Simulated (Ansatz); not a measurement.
The cluster Li₆Al was relaxed with PBE0-D4 (def2-TZVP, def2-TZVPD) in Ansatz in these states: charge -1 singlet, neutral doublet. The geometries follow in no particular order.

A:

Cartesian coordinates in Å:
```
Al -0.305 0.028 0.641
Li 1.789 1.348 -0.124
Li -1.744 1.998 -0.333
Li 1.580 -0.370 2.533
Li 1.217 -1.870 -0.240
Li -2.321 -1.247 -0.462
Li -0.215 0.112 -2.016
```

B:

Cartesian coordinates in Å:
```
Al -0.431 -0.304 -0.401
Li 2.148 -0.383 -0.595
Li -0.314 -2.367 1.164
Li 0.087 0.211 -2.939
Li 0.217 2.200 -0.463
Li -2.307 0.296 1.282
Li 0.600 0.348 1.952
```

Question: Judge from the bond lengths which geometry belongs to which state (an estimate).

Answer: A is the charge -1 singlet (Al1–Li4 2.700 Å, Li2–Li7 3.020 Å, Li5–Li7 3.022 Å); B is the neutral doublet (Al1–Li4 2.640 Å, Li2–Li7 3.069 Å, Li5–Li7 3.067 Å).

A triplet lies near this restricted singlet, and broken spin symmetry wasn't tried. These are the stationary points nearest to one start from a short search; other shapes may lie lower in each state.
